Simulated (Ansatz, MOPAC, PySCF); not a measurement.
Pair of molecules: boric acid (SMILES OB(O)O) (first 7 atoms) with NH3 (SMILES N); geometry from B3LYP-D3(BJ)/def2-TZVP.
(charge 0, multiplicity 1):
```xyz
11

O     -0.00238    -0.57182    -1.19767
B     -0.15521    -0.19618     0.11024
O     -1.36115     0.38326     0.47840
O      0.87794    -0.41176     0.96647
H     -0.78684    -0.37711    -1.71828
H     -1.39826     0.62139     1.40848
H      0.69824    -0.11936     1.88130
N      0.40225     0.43593     3.69128
H      0.30297     1.42922     3.87081
H     -0.31101    -0.04699     4.22676
H      1.30129     0.15267     4.06765
```

Interaction energies are E(AB) − E(A) − E(B) at the monomers' geometry in the complex; basis-set methods are counterpoise corrected. Rows marked so take none.

Rows in 6-31G* carry no dispersion term and start afresh at each structure (6-31G* with six Cartesian d functions). The state reached by PM6 isn't checked.

Programs: Ansatz (a first-principles code); MOPAC for PM6 (differences of heats of formation); PySCF for 6-31G* rows, the dispersion terms. Values without a source in brackets are computed.

### Question
One of these levels gives -537.9 meV for the interaction energy. Name it.
(A) B3LYP/6-31G* (no counterpoise)
(B) HF/aug-cc-pVDZ
(C) PM6
(D) revPBE-D4/def2-TZVPPD

### Answer
A, B3LYP/6-31G* (no counterpoise). The others give -270.6 (PM6), -304.1 (HF/aug-cc-pVDZ), -414.5 (revPBE-D4/def2-TZVPPD)
